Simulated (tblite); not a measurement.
C4H5ClFSi (doublet state).
Z-matrix (Å and degrees, GFN2-xTB geometry), rows numbered from 1:
```
F 
C   1  1.3070
C   2  1.3232  1  146.43
C   2  1.4150  1  146.73  3  -178.09
Si  4  1.8437  2  143.91  3  -132.41
C   5  1.9128  4  103.73  2   -67.52
Cl  6  1.7845  5  108.65  4  -176.15
H   3  1.0598  2  151.69  4   175.82
H   5  1.4619  4  106.83  2   176.36
H   5  1.4707  4  118.96  2    50.92
H   6  1.0870  5  112.86  4   -58.29
H   6  1.0873  5  113.59  4    65.68
```

Level: GFN2-xTB in tblite, geometry and Hessian alike; calculated harmonic values, unscaled, isolated species. The method is semi-empirical: single wavenumbers can be off by several per cent or more. Modes of hydrogen on silicon can be 10 to 20 % off. One conformer, not necessarily the lowest. Open shells enter through the occupations alone, without spin polarisation, and single modes of such species can be off by tens of per cent.

Harmonic wavenumbers (cm⁻¹): 37.8, 45.3, 72.6, 128.6, 176.2, 214.8, 395.4, 430.0, 470.7, 531.7, 547.2, 597.9, 665.3, 672.7, 721.3, 741.5, 764.3, 795.8, 872.5, 1057.5, 1095.4, 1192.0, 1337.6, 1437.9, 1869.1, 2177.5, 2274.1, 2997.9, 3002.4, 3253.6.

A = 4445, B = 690.4, C = 611.0 MHz; mass 134.983 u (most abundant isotopes); point group C1, symmetry number 1; spin multiplicity 2.

Q: Zero-point energy?

A: Half the sum of the wavenumbers: 15288 cm⁻¹ = 182.89 kJ/mol.

Q: What is S at 273.15 K and 1 bar for an ideal gas of classical rigid rotors and harmonic oscillators?

A: Translation 168.21, rotation 122.46, vibration 108.27, spin (R ln 2) 5.76: S = 404.7 J/(mol K).

Q: And Cp and H(273.15 K) − H(0)?

A: Cp = 132.09 J/(mol K), of which vibrations give 98.84 (their classical limit is 30 R = 249.4); H(273.15 K) − H(0) = 23.53 kJ/mol without the zero-point energy, 14.45 from vibrations.

Q: Blend soft modes into free rotors: weight 1/[1 + (100 cm⁻¹/ν̃)⁴] for the oscillator and the rest for a rotor with moment μB/(μ + B), μ = h/(8π²ν), B = 10⁻⁴⁴ kg m². What vibrational entropy results?

A: 94.16 J/(mol K) in place of 108.27, which changes −T·S at 273.15 K by +3.85 kJ/mol.

Q: How do the functions run with temperature in this model?

A: 
```json
{"T (K)": "100", "S (J/(mol K))": "305.7", "Cp (J/(mol K))": "75.0", "H − H(0) (kJ/mol)": "5.65", "G − H(0) (kJ/mol)": "-24.93", "ln q(vib)": "2.35"}
{"T (K)": "200", "S (J/(mol K))": "367.4", "Cp (J/(mol K))": "107.9", "H − H(0) (kJ/mol)": "14.74", "G − H(0) (kJ/mol)": "-58.75", "ln q(vib)": "4.92"}
{"T (K)": "300", "S (J/(mol K))": "417.5", "Cp (J/(mol K))": "140.1", "H − H(0) (kJ/mol)": "27.19", "G − H(0) (kJ/mol)": "-98.05", "ln q(vib)": "7.28"}
{"T (K)": "500", "S (J/(mol K))": "500.3", "Cp (J/(mol K))": "183.7", "H − H(0) (kJ/mol)": "59.98", "G − H(0) (kJ/mol)": "-190.15", "ln q(vib)": "11.67"}
{"T (K)": "800", "S (J/(mol K))": "595.2", "Cp (J/(mol K))": "219.5", "H − H(0) (kJ/mol)": "121.02", "G − H(0) (kJ/mol)": "-355.17", "ln q(vib)": "17.45"}
{"T (K)": "1000", "S (J/(mol K))": "645.9", "Cp (J/(mol K))": "234.1", "H − H(0) (kJ/mol)": "166.46", "G − H(0) (kJ/mol)": "-479.42", "ln q(vib)": "20.82"}
```

q(vib) and H(0) count from the zero-point level.

Hindered rotation and anharmonicity are outside this model. Other conformers, if any are populated, would add a mixing term that is left out. The structure is chiral; the term R ln 2 for an equal mix with its mirror image is left out.
